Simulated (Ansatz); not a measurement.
Consider the substitution at a C–O bond: `C[O][InH2]` + `N=CO` → `COC=N` + `[OH][InH2]`.

Calculated with Ansatz (gas phase, PBE0-D4/def2-TZVP geometries, no zero-point term in ΔE). CCSD(T)/CBS is the MP2 limit (def2-TZVPP, def2-QZVPP) plus CCSD(T) − MP2 in def2-TZVPP, frozen cores. This one scheme is used for every species. Functionals use def2-TZVPP. B3LYP here is the variant with VWN-RPA as its local correlation; programs differ in this. HSE06 is defined as in plane-wave codes. def2 core potentials past Kr. For In outer-core shells are correlated without core-valence functions, which leaves a few kJ/mol of doubt a bond. One conformer a species, not always the lowest.

```
             level  ΔE (kJ/mol)  difference from CCSD(T)/CBS
       LDA (SPW92)        -15.8                          2.5
           BLYP-D4        -14.6                          3.7
          HSE06-D4        -14.7                          3.6
          BHLYP-D4        -15.6                          2.7
            B2PLYP        -16.9                          1.4
          PBE-QIDH        -17.2                          1.1
              PBE0        -14.8                          3.5
             B3LYP        -14.9                          3.4
           r2SCANh        -16.3                          2.0
           r2SCAN0        -16.4                          1.9
             BHLYP        -16.2                          2.1
RPA@PBE/def2-TZVPP        -17.1                          1.2
       HF/def2-SVP         -6.6                         11.7
SCS-MP2/def2-TZVPP        -18.9                         -0.6
CCSD(T)/def2-TZVPP        -17.5                          0.8
     HF/def2-QZVPP        -15.6                          2.7
       CCSD(T)/CBS        -18.3                            0
```

Largest T1 diagnostic among the species: 0.017.

At CCSD(T), def2-SVP lies +9.3 kJ/mol from the extrapolated value and def2-TZVPP +0.8 kJ/mol. Leaving LDA and LC-ωPBE aside and taking each functional with its dispersion term where it has one, the values, not all of them listed here, spread over 3.3 kJ/mol, from ωB97M-V to PBE-D4.
